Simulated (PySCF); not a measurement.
# (ClMg-mu-Cl)2: computed shieldings and shifts

(ClMg-mu-Cl)2, Cl4Mg2, point group D2h.

Bonds: Mg1-Cl2 2.189 Å, Mg1-Cl3 2.374 Å, Mg1-Cl6 2.372 Å, Cl3-Mg4 2.372 Å, Mg4-Cl5 2.189 Å, Mg4-Cl6 2.374 Å.

GIAO calculations in PySCF 2.14 on the PBE0-D3(BJ)/def2-SVP structure: isolated species, non-relativistic, equivalent atoms averaged; basis pcSseg-1.

Task: Give the isotropic shieldings (ppm) with KT2, PBE0.

Result: 
```csv
atoms,environment,KT2,PBE0
Cl3/Cl6,chlorine bonded to 2 Mg,979,1009
Cl2/Cl5,chlorine bonded to Mg,1046,1072
Mg1/Mg4,Mg bonded to 3 Cl,509,514
HOMO–LUMO gap (eV),–,4.58,6.72
```

Task: And the chemical shifts, against references computed in the same way?

Result: 
```json
{"atoms": "Cl3/Cl6", "nucleus, reference": "35Cl, HCl", "KT2": "-36", "PBE0": "-65"}
{"atoms": "Cl2/Cl5", "nucleus, reference": "35Cl, HCl", "KT2": "-103", "PBE0": "-128"}
```

Task: Which part of the shielding of Cl3/Cl6 depends on the functional?

Result: Diamagnetic: KT2 1151, PBE0 1149 ppm; paramagnetic: KT2 -172, PBE0 -140 ppm. The diamagnetic part, set mainly by inner electrons, hardly moves; the paramagnetic part goes with low-lying magnetically allowed excitations and carries the spread.
